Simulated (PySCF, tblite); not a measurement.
Isomers of C6H11FN2Si, one GFN2-xTB conformer each. Single-point energies are computed at PBE0/pcSseg-1 (PySCF, gas phase, no added dispersion term), electronic only.

| SMILES | GFN2-xTB relative energy (kJ/mol) |
| --- | --- |
| CN[SiH2][C@H](C)/C(C#N)=C/F | 253.9 |
| N#CC[C@@H]1CC[C@H]1N[SiH2]F | 0.0 |
| CCCc1c(F)cnn1[SiH3] | 51.7 |
| CCc1nn([SiH3])c(C)c1F | 35.3 |

Conformers: `[CH3:1][NH:2][SiH2:3][C@H:4]([CH3:5])/[C:6]([C:7]#[N:8])=[CH:9]/[F:10]` with C1–N2–Si3–C4 179°, N2–Si3–C4–C5 -164°, Si3–C4–C6–C7 -77°; `[N:1]#[C:2][CH2:3][C@@H:4]1[CH2:5][CH2:6][C@H:7]1[NH:8][SiH2:9][F:10]` with C2–C3–C4–C5 178°, C6–C7–N8–Si9 -98°, C7–N8–Si9–F10 -38°, C3–C4–C5–C6 -135°, C4–C5–C6–C7 14°, C5–C6–C7–N8 -135°, C3–C4–C7–C6 135°; `[CH3:1][CH2:2][CH2:3][c:4]1[c:5]([F:6])[cH:7][n:8][n:9]1[SiH3:10]` with C1–C2–C3–C4 65°, C2–C3–C4–C5 67°; `[CH3:1][CH2:2][c:3]1[n:4][n:5]([SiH3:6])[c:7]([CH3:8])[c:9]1[F:10]` with C1–C2–C3–N4 112°.

Q: What does PBE0/pcSseg-1 give for the same structures?

A: 
```json
{"SMILES": "N#CC[C@@H]1CC[C@H]1N[SiH2]F", "PBE0/pcSseg-1 E (Eh)": "-733.45026", "PBE0/pcSseg-1 (kJ/mol)": "0.0", "GFN2-xTB (kJ/mol)": "0.0", "point group": "C1"}
{"SMILES": "CCc1nn([SiH3])c(C)c1F", "PBE0/pcSseg-1 E (Eh)": "-733.40730", "PBE0/pcSseg-1 (kJ/mol)": "112.8", "GFN2-xTB (kJ/mol)": "35.3", "point group": "C1"}
{"SMILES": "CCCc1c(F)cnn1[SiH3]", "PBE0/pcSseg-1 E (Eh)": "-733.39862", "PBE0/pcSseg-1 (kJ/mol)": "135.6", "GFN2-xTB (kJ/mol)": "51.7", "point group": "C1"}
{"SMILES": "CN[SiH2][C@H](C)/C(C#N)=C/F", "PBE0/pcSseg-1 E (Eh)": "-733.38222", "PBE0/pcSseg-1 (kJ/mol)": "178.7", "GFN2-xTB (kJ/mol)": "253.9", "point group": "C1"}
```

Both levels put the same isomer lowest; measured from each level's own lowest isomer, the values differ by up to 83.9 kJ/mol (CCCc1c(F)cnn1[SiH3]: 51.7 against 135.6). As drawn, the lowest has a four-membered ring and an Si–F bond, which the highest lacks; the highest has an Si–C bond and a C=C bond outside aromatic rings, which the lowest lacks.

Q: Which frontier levels, dipoles and rotational constants go with these structures?

A: 
```tsv
SMILES	HOMO (eV, PBE0/pcSseg-1)	LUMO (eV)	dipole (D)	A, B, C (MHz)
N#CC[C@@H]1CC[C@H]1N[SiH2]F	-7.04	0.49	5.10	1329, 810.9, 566.2
CCc1nn([SiH3])c(C)c1F	-6.74	0.24	2.18	1817, 800.9, 587.8
CCCc1c(F)cnn1[SiH3]	-6.80	0.16	2.58	1276, 1087, 677.1
CN[SiH2][C@H](C)/C(C#N)=C/F	-6.86	-1.35	3.80	1470, 751.0, 580.0
```

Q: What happens when harmonic zero-point energies from GFN2-xTB frequencies are added?

A: 
```csv
SMILES,ZPE (kJ/mol),electronic (kJ/mol),with ZPE (kJ/mol)
N#CC[C@@H]1CC[C@H]1N[SiH2]F,424.3,0.0,0.0
CCc1nn([SiH3])c(C)c1F,414.7,112.8,103.3
CCCc1c(F)cnn1[SiH3],418.2,135.6,129.5
CN[SiH2][C@H](C)/C(C#N)=C/F,415.2,178.7,169.6
```

The zero-point energies span 9.6 kJ/mol. The order is unchanged.
